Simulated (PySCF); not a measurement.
Fractional electron number in Ir⁻ (iridium, charge -1)

The 5d beta orbital of [Xe] 4f14 5d8 6s2 is emptied in steps (occupation f), with all orbitals relaxed, ending at [Xe] 4f14 5d7 6s2. Computed with PySCF 2.14 in def2-TZVPPD with the def2 core potential (60 electrons), with scalar relativity through the core potential. The exact energy is a straight line in f; departures are measured from the line between the end points of the same method.

```csv
f,TPSS (eV)
1,0.000
0.75,-0.718
0.5,-0.963
0.25,-0.726
0,0.000
```

Question: For TPSS, how does the orbital energy at f = 1 compare with the removal energy?

Answer: −ε = -1.964 eV against a total-energy difference of 1.836 eV. By Janak's theorem ε = ∂E/∂f, so the gap between them reflects the curvature. Along the path −ε is -0.099 (f = 0.75), 1.813 (f = 0.5), 3.764 (f = 0.25) eV.

At f = 1 the orbital energy is positive for TPSS: only the finite basis holds the electron.

Reference removal energy between the ground levels: 1.564 eV (measured; photodetachment measurements, as compiled on the Wikipedia data page of electron affinities). The calculation has no spin-orbit coupling. The determinant left behind need not be the lowest term of the ion.
